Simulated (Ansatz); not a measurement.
Steps of a relaxation of C3H7FSi (`C[Si@H]1C[C@H]1F`) with RKS PBE0-D4/def2-TZVP.

```sh
$ ansatz run in.yaml --threads 4 --pin off --events-out ev --progress --plain --max-ram 10444MiB
```

```yaml
crystal:
  periodic: [false, false, false]
  atoms:
    - {symbol: C, position_ang: [-1.811802, -0.158054, 0.365616]}
    - {symbol: Si, position_ang: [0.010694, -0.039768, 0.797043]}
    - {symbol: C, position_ang: [1.241248, -0.681917, -0.479270]}
    - {symbol: C, position_ang: [1.144381, 0.847732, -0.431401]}
    - {symbol: F, position_ang: [0.601690, 1.448853, -1.553926]}
    - {symbol: H, position_ang: [-2.408758, 0.577177, 0.941129]}
    - {symbol: H, position_ang: [-2.221629, -1.168786, 0.560615]}
    - {symbol: H, position_ang: [-1.928014, 0.072423, -0.712273]}
    - {symbol: H, position_ang: [0.390983, -0.070785, 2.245360]}
    - {symbol: H, position_ang: [2.213761, -1.136569, -0.222917]}
    - {symbol: H, position_ang: [0.792644, -1.130192, -1.384864]}
    - {symbol: H, position_ang: [2.051801, 1.384686, -0.091212]}
basis:
  gaussian: {orbitals: def2-TZVP}
hamiltonian: {xc: pbe0, dispersion: d4}
relax: {f_tol: 0.005, max_steps: 150}
```

Positions (Å) and forces (eV/Å) along the path, 10 of 10 steps:

```xyz
12
step=1 energy=-13811.5420 eV
C    -1.812   -0.158    0.366   -0.210    0.015   -0.044
Si    0.011   -0.040    0.797    0.308   -0.004   -0.434
C     1.241   -0.682   -0.479   -0.025   -0.169   -0.108
C     1.144    0.848   -0.431    0.098    0.061    0.462
F     0.602    1.449   -1.554    0.208   -0.164    0.213
H    -2.409    0.577    0.941    0.296   -0.344   -0.269
H    -2.222   -1.169    0.561    0.212    0.479   -0.092
H    -1.928    0.072   -0.712    0.040   -0.127    0.510
H     0.391   -0.071    2.245   -0.091    0.031   -0.295
H     2.214   -1.137   -0.223   -0.516    0.281   -0.143
H     0.793   -1.130   -1.385    0.220    0.249    0.481
H     2.052    1.385   -0.091   -0.541   -0.308   -0.281
12
step=2 energy=-13811.5910 eV
C    -1.806   -0.162    0.366   -0.013    0.020   -0.002
Si    0.008   -0.042    0.787    0.181    0.014   -0.332
C     1.232   -0.677   -0.481   -0.033   -0.046    0.094
C     1.141    0.848   -0.417   -0.044   -0.056    0.139
F     0.627    1.445   -1.551    0.046   -0.004    0.074
H    -2.391    0.574    0.930    0.086   -0.097   -0.075
H    -2.208   -1.159    0.576    0.063    0.133   -0.022
H    -1.930    0.049   -0.703    0.007   -0.041    0.150
H     0.379   -0.062    2.224   -0.024    0.006   -0.068
H     2.194   -1.125   -0.232   -0.151    0.067   -0.036
H     0.788   -1.109   -1.381    0.051    0.087    0.141
H     2.044    1.366   -0.086   -0.169   -0.083   -0.063
12
step=3 energy=-13811.5991 eV
C    -1.798   -0.162    0.364    0.015   -0.003    0.001
Si    0.010   -0.045    0.772    0.004    0.003   -0.031
C     1.228   -0.678   -0.480    0.007   -0.018    0.033
C     1.136    0.845   -0.413   -0.052    0.039    0.028
F     0.630    1.453   -1.542    0.017   -0.006   -0.021
H    -2.374    0.579    0.921   -0.007    0.012    0.007
H    -2.198   -1.152    0.591   -0.009   -0.011    0.008
H    -1.933    0.031   -0.702   -0.012   -0.004   -0.010
H     0.376   -0.060    2.206    0.003   -0.002    0.019
H     2.183   -1.127   -0.229    0.019   -0.003   -0.012
H     0.786   -1.102   -1.378   -0.013   -0.004   -0.024
H     2.030    1.362   -0.074    0.028   -0.004    0.004
12
step=4 energy=-13811.5997 eV
C    -1.801   -0.164    0.364    0.008    0.001   -0.001
Si    0.009   -0.044    0.770   -0.006   -0.004   -0.011
C     1.227   -0.676   -0.481    0.017   -0.023    0.024
C     1.137    0.848   -0.411   -0.018    0.022   -0.017
F     0.640    1.455   -1.544    0.005    0.010   -0.005
H    -2.374    0.584    0.916   -0.003    0.007    0.003
H    -2.201   -1.151    0.604   -0.002   -0.004    0.006
H    -1.939    0.018   -0.703   -0.006   -0.004   -0.003
H     0.374   -0.061    2.205    0.000    0.000    0.008
H     2.184   -1.126   -0.234    0.007   -0.008   -0.008
H     0.786   -1.096   -1.382   -0.008    0.001   -0.007
H     2.034    1.358   -0.070    0.007    0.002    0.011
12
step=5 energy=-13811.6001 eV
C    -1.803   -0.167    0.365   -0.010   -0.001   -0.008
Si    0.007   -0.045    0.765   -0.010   -0.004    0.013
C     1.228   -0.675   -0.484    0.021   -0.001    0.003
C     1.140    0.851   -0.408    0.001    0.002   -0.036
F     0.654    1.464   -1.543    0.005    0.005    0.012
H    -2.372    0.594    0.904    0.005   -0.005   -0.006
H    -2.206   -1.148    0.630    0.007    0.012    0.000
H    -1.948   -0.009   -0.706    0.001   -0.004    0.014
H     0.370   -0.063    2.201   -0.001    0.000   -0.005
H     2.184   -1.127   -0.241   -0.005   -0.006   -0.004
H     0.786   -1.088   -1.388   -0.004    0.004    0.008
H     2.038    1.356   -0.060   -0.010   -0.002    0.009
12
step=6 energy=-13811.5990 eV rejected
C    -1.804   -0.166    0.367    0.012   -0.021    0.000
Si    0.009   -0.045    0.763   -0.054    0.001   -0.011
C     1.234   -0.674   -0.482   -0.092    0.017   -0.032
C     1.140    0.850   -0.410    0.041    0.038    0.010
F     0.655    1.461   -1.549    0.020   -0.040    0.042
H    -2.374    0.596    0.902    0.014   -0.001    0.002
H    -2.204   -1.146    0.634   -0.004    0.006    0.001
H    -1.949   -0.012   -0.704    0.000   -0.002   -0.004
H     0.371   -0.066    2.199    0.009    0.012    0.005
H     2.181   -1.145   -0.240    0.052    0.043   -0.002
H     0.787   -1.073   -1.388   -0.018   -0.055   -0.019
H     2.030    1.365   -0.057    0.021    0.002    0.010
12
step=7 energy=-13811.6003 eV
C    -1.804   -0.168    0.365   -0.003   -0.003   -0.002
Si    0.007   -0.045    0.763   -0.002    0.001    0.008
C     1.229   -0.674   -0.485    0.007    0.007    0.000
C     1.141    0.851   -0.408   -0.010   -0.002   -0.022
F     0.658    1.467   -1.543    0.008   -0.001    0.011
H    -2.372    0.597    0.899    0.002   -0.001   -0.002
H    -2.206   -1.146    0.637    0.001    0.003    0.001
H    -1.950   -0.017   -0.706    0.001   -0.002    0.003
H     0.369   -0.063    2.200   -0.001    0.001   -0.001
H     2.184   -1.130   -0.245    0.000   -0.001   -0.002
H     0.783   -1.085   -1.388   -0.002    0.001    0.001
H     2.037    1.357   -0.055   -0.001   -0.004    0.005
12
step=8 energy=-13811.6004 eV
C    -1.805   -0.171    0.366   -0.006    0.000    0.002
Si    0.006   -0.044    0.761    0.002   -0.001    0.002
C     1.228   -0.672   -0.488   -0.002    0.010   -0.004
C     1.143    0.853   -0.407   -0.007   -0.004   -0.010
F     0.670    1.477   -1.541    0.007   -0.007    0.011
H    -2.370    0.605    0.885   -0.001   -0.004   -0.004
H    -2.208   -1.143    0.659    0.002    0.006   -0.002
H    -1.953   -0.042   -0.708    0.002   -0.001    0.004
H     0.368   -0.061    2.198    0.001    0.000    0.000
H     2.182   -1.134   -0.254    0.002    0.004   -0.002
H     0.777   -1.077   -1.392   -0.002   -0.004    0.002
H     2.038    1.353   -0.045    0.001    0.000    0.002
12
step=9 energy=-13811.4095 eV rejected
C    -1.817   -0.167    0.375    0.950    0.132   -0.194
Si    0.012   -0.057    0.773   -0.360    0.240   -0.108
C     1.222   -0.633   -0.517    0.378   -1.491    0.308
C     1.118    0.851   -0.427    1.575   -0.359    2.462
F     0.718    1.442   -1.513   -1.229    1.743   -2.647
H    -2.390    0.596    0.868   -0.244    0.451    0.317
H    -2.201   -1.124    0.651   -0.384   -0.767    0.208
H    -1.931   -0.042   -0.695   -0.080    0.032   -0.333
H     0.377   -0.062    2.203    0.052   -0.012    0.089
H     2.192   -1.082   -0.280   -0.281    0.048   -0.072
H     0.748   -1.116   -1.376    0.097    0.286    0.063
H     2.031    1.339   -0.027   -0.474   -0.304   -0.093
12
step=10 energy=-13811.6005 eV
C    -1.805   -0.172    0.366   -0.002   -0.003   -0.001
Si    0.007   -0.044    0.762    0.000    0.004    0.002
C     1.227   -0.671   -0.489    0.000    0.002   -0.002
C     1.143    0.853   -0.406   -0.001   -0.002    0.002
F     0.673    1.480   -1.539    0.000    0.000    0.001
H    -2.371    0.608    0.879    0.003   -0.002   -0.001
H    -2.208   -1.142    0.664    0.000    0.002   -0.001
H    -1.951   -0.050   -0.709    0.001    0.000    0.001
H     0.368   -0.061    2.198    0.000    0.001    0.000
H     2.182   -1.133   -0.258   -0.002    0.000    0.000
H     0.773   -1.076   -1.391    0.000    0.001    0.000
H     2.038    1.352   -0.041    0.000   -0.002   -0.002
```

It took 28 s on 4 threads of an Arm Neoverse V2 on a shared host, with 0.5 GiB of host memory at the peak.
